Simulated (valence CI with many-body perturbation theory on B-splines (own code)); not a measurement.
# Pm³⁹⁺: calculated level list

Method: configuration interaction combined with many-body perturbation theory (CI+MBPT): four valence electrons over a frozen Dirac-Fock core [Ar], radial functions for each j: 7 s, 7 p, 8 d, 6 f, 4 g, 1 h, with the one-electron correlation potential Σ1, the two-electron term Σ2, the three-electron term Σ3, Breit, model QED; selected CI, second order for the rest, scaled by the run's own slope (own B-spline code, finite nucleus).

The last digits are not significant, and no measured levels were compared; by estimate large intervals hold to a few tenths of a per cent, small ones and those within an open d or f shell to about a per cent. Only levels of the ground parity were solved; by the run's estimate the other parity begins above the list, which can be wrong where configurations are misplaced.

Levels 1 to 34 of 34, with energies above the lowest level, (3d3/2^4) J=0. "Leading %" is the weight of the configuration and term that name the level; weights of strongly mixed levels are sums over their largest components and can fall short. In the jj column 3d3/2^4 stands for four electrons in 3d with j = 3/2. Lifetimes count E1, E2, E3, M1 and M2 decay at the calculated energies, and are blank where another channel may lead or the interval is too uncertain; long ones can be off by a factor of two.

```tsv
No.	Configuration	Term	J	E (eV)	Leading %	Lifetime	g	Second component	Leading jj
1	3d4	3P	0	0.00	56			32 % 3d4 5D	3d3/2^4 (97 %)
2	3d4	5D	1	21.82	65	6.66 μs	1.493	35 % 3d4 3P	3d3/2^3 3d5/2 (97 %)
3	3d4	5D	2	31.27	56	87.1 μs	1.300	13 % 3d4 3F	3d3/2^3 3d5/2 (79 %)
4	3d4	3F	4	31.50	30		1.099	22 % 3d4 3H	3d3/2^3 3d5/2 (96 %)
5	3d4	5D	3	34.56	35	1.82 ms	1.204	27 % 3d4 3F	3d3/2^3 3d5/2 (83 %)
6	3d4	5D	0	50.81	63	1.94 μs		20 % 3d4 1S	3d3/2^2 3d5/2^2 (95 %)
7	3d4	5D	4	52.93	41	6.36 μs	1.153	40 % 3d4 3H	3d3/2^2 3d5/2^2 (93 %)
8	3d4	5D	2	53.33	33	3.21 μs	1.123	29 % 3d4 3F	3d3/2^2 3d5/2^2 (83 %)
9	3d4	3G	3	54.78	43	5.94 μs	1.105	43 % 3d4 5D	3d3/2^2 3d5/2^2 (82 %)
10	3d4	3H	5	58.11	69	11.4 μs	1.078	31 % 3d4 3G	3d3/2^2 3d5/2^2 (100 %)
11	3d4	3H	6	60.46	53	17.2 ms	1.081	47 % 3d4 1I	3d3/2^2 3d5/2^2 (98 %)
12	3d4	3P	1	60.50	48	4.40 μs	1.167	33 % 3d4 3D	3d3/2^2 3d5/2^2 (90 %)
13	3d4	3G	4	64.14	59		1.028	36 % 3d4 1G	3d3/2^2 3d5/2^2 (96 %)
14	3d4	3F	3	64.73	43	7.23 μs	1.113	31 % 3d4 3D	3d3/2^2 3d5/2^2 (92 %)
15	3d4	3D	2	65.34	37	18.5 μs	1.112	30 % 3d4 3P	3d3/2^2 3d5/2^2 (94 %)
16	3d4	3F	2	74.59	43	3.00 μs	1.007	30 % 3d4 3P	3d3/2^2 3d5/2^2 (88 %)
17	3d4	3F	4	76.94	54	5.33 μs	1.222	23 % 3d4 5D	3d3/2^2 3d5/2^2 (63 %)
18	3d4	3F	3	83.91	46	2.05 μs	1.139	21 % 3d4 5D	3d3/2 3d5/2^3 (93 %)
19	3d4	1G	4	84.83	33	2.91 μs	1.108	31 % 3d4 3F	3d3/2 3d5/2^3 (61 %)
20	3d4	3P	2	86.73	50	23.2 μs	1.244	26 % 3d4 1D	3d3/2^2 3d5/2^2 (82 %)
21	3d4	3D	1	87.83	62	1.55 μs	0.878	24 % 3d4 3P	3d3/2 3d5/2^3 (93 %)
22	3d4	3G	5	87.91	69	4.34 μs	1.141	31 % 3d4 3H	3d3/2 3d5/2^3 (100 %)
23	3d4	1I	6	88.86	53	4.90 μs	1.071	47 % 3d4 3H	3d3/2 3d5/2^3 (98 %)
24	3d4	3P	0	92.01	56	3.66 μs		44 % 3d4 1S	3d3/2 3d5/2^3 (66 %)
25	3d4	3F	2	94.93	54	2.26 μs	1.032	38 % 3d4 3P	3d3/2 3d5/2^3 (82 %)
26	3d4	1F	3	96.32	38	3.23 μs	1.088	35 % 3d4 3D	3d3/2 3d5/2^3 (96 %)
27	3d4	1S	0	106.84	64	5.84 μs		32 % 3d4 3P	3d3/2^2 3d5/2^2 (57 %)
28	3d4	3F	3	107.27	67	4.00 μs	1.058	30 % 3d4 1F	3d3/2 3d5/2^3 (99 %)
29	3d4	3P	1	107.79	93	2.46 μs	1.435	6 % 3d4 3D	3d3/2 3d5/2^3 (97 %)
30	3d4	1G	4	108.44	74	2.61 μs	1.036	19 % 3d4 3F	3d3/2 3d5/2^3 (90 %)
31	3d4	1D	2	111.32	65	3.15 μs	1.094	24 % 3d4 3P	3d3/2 3d5/2^3 (65 %)
32	3d4	3F	4	118.77	50	1.45 μs	1.154	21 % 3d4 1G	3d5/2^4 (91 %)
33	3d4	1D	2	129.13	50	1.42 μs	1.031	21 % 3d4 3D	3d5/2^4 (73 %)
34	3d4	1S	0	149.44	61	956 ns		38 % 3d4 3P	3d5/2^4 (78 %)
```

The ionisation energy to 3d3 4F_3/2 of the next ion comes out as 2892.4 eV (NIST: 2892 ± 4 eV (theoretical)). All 34 levels together are meant to be complete up to 155.42 eV.
